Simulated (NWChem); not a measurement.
CH3BeF; SMILES [Be]([F])[CH3]

```xyz
6

Be    -0.0004     0.1531     0.0000
F     -0.0008     1.5304     0.0000
C      0.0001    -1.5257     0.0000
H      0.3832    -1.9276    -0.9427
H     -1.0078    -1.9280     0.1397
H      0.6251    -1.9275     0.8031
```
Atoms are numbered in this order, from 1.

Coordinates come from a PBE0-D3(BJ)/def2-TZVP optimisation.

 Unshifted, non-relativistic core excitations; the lowest 4 roots alone, so stronger bands may lie above.

Q: List the first F K-edge excitations from BHandHLYP/6-311G** (spherical d), restricted-window TDA (NWChem).

A: 
```
state  energy (eV)  dipole oscillator strength           leading excitation (squared amplitude)
-----  -----------  --------------------------  -----------------------------------------------
S1           684.5                      0.0158  1s of atom 2 or its equivalents → LUMO+1 (0.94)
S2           684.5                      0.0158  1s of atom 2 or its equivalents → LUMO+2 (0.94)
S3           684.6                      0.0035    1s of atom 2 or its equivalents → LUMO (0.88)
S4           687.7                      0.0030  1s of atom 2 or its equivalents → LUMO+3 (0.80)
```
